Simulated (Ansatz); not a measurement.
Reaction (formal exchange of groups at the Se–In bond): `[F][In]([F])[SeH]` + `O[SiH2]F` → `O[SiH](F)[SeH]` + `[F][InH][F]`

Program: Ansatz. Geometries: PBE0-D4/def2-TZVP. ΔE: electronic, gas phase. CCSD(T)/CBS is the MP2 limit (def2-TZVPP, def2-QZVPP) plus CCSD(T) − MP2 in def2-TZVPP, frozen cores. DFT in def2-TZVPP. def2 core potentials past Kr. For In, Se outer-core shells are correlated without core-valence functions, which leaves a few kJ/mol of doubt a bond. Scalar relativity is left out up to krypton. One conformer a species, not always the lowest.

`[F][In]([F])[SeH]`:

```xyz
5

F    -1.617    0.609   -1.173
In    0.133    0.007   -0.609
F     1.314   -0.246   -2.116
Se    0.761   -0.383    1.737
H    -0.591    0.013    2.161
```

`O[SiH2]F`:

Z-matrix (Å, degrees):
```
Si
F 1 1.596
O 1 1.630 2 111.0
H 1 1.482 2 106.0 3 121.4
H 1 1.474 2 108.2 3 -116.3
H 3 0.958 1 119.1 2 71.8
```

`O[SiH](F)[SeH]`:

```xyz
7

O     0.351    0.309   -1.405
Si   -0.496   -0.266   -0.142
F    -0.761   -1.831   -0.276
Se    0.627   -0.094    1.819
H     1.285    0.092   -1.457
H    -1.790    0.434   -0.175
H     0.783    1.356    1.637
```

`[F][InH][F]`:

```xyz
4

F    -0.519    1.005    1.459
In    0.023    0.062   -0.141
F     0.223   -1.799    0.346
H     0.273    0.732   -1.663
```

CCSD(T)/CBS gives +0.34 eV.

Q: Another level gave +0.34 eV. Which?
A. CAM-B3LYP-D4/def2-TZVPP
B. CCSD/def2-TZVPP
C. LC-ωPBE/def2-TZVPP
D. HF/def2-TZVPP

A: B. CCSD/def2-TZVPP 0.34, CAM-B3LYP-D4 0.30, LC-ωPBE 0.25, HF/def2-TZVPP 0.45 eV.

Q: What do rigid-rotor, harmonic-oscillator terms from PBE0-D4/def2-TZVP frequencies (298.15 K, 1 bar) make of the CCSD(T)/CBS value? (Best estimate.)

A: The calculation gave: ΔZPE = -0.04 eV, ΔH = +0.30 eV, ΔS = -11 J/(mol·K), ΔG = +0.33 eV.

Largest T1 diagnostic among the species: 0.017.

Leaving LDA and LC-ωPBE aside and taking each functional with its dispersion term where it has one, the values, not all of them listed here, spread over 0.15 eV, from B97M-V to B2PLYP. LDA lies −0.11 eV from PBE without D4. At CCSD(T), def2-SVP lies +0.11 eV from the extrapolated value and def2-TZVPP −0.01 eV. The D4 term adds −0.05 eV with B3LYP and −0.02 eV with PBE0; it sums over pairs of atoms, weighted by their polarisabilities, and B3LYP, whose exchange is more repulsive, gets the larger term.

B3LYP here is the variant with VWN-RPA as its local correlation; programs differ in this.
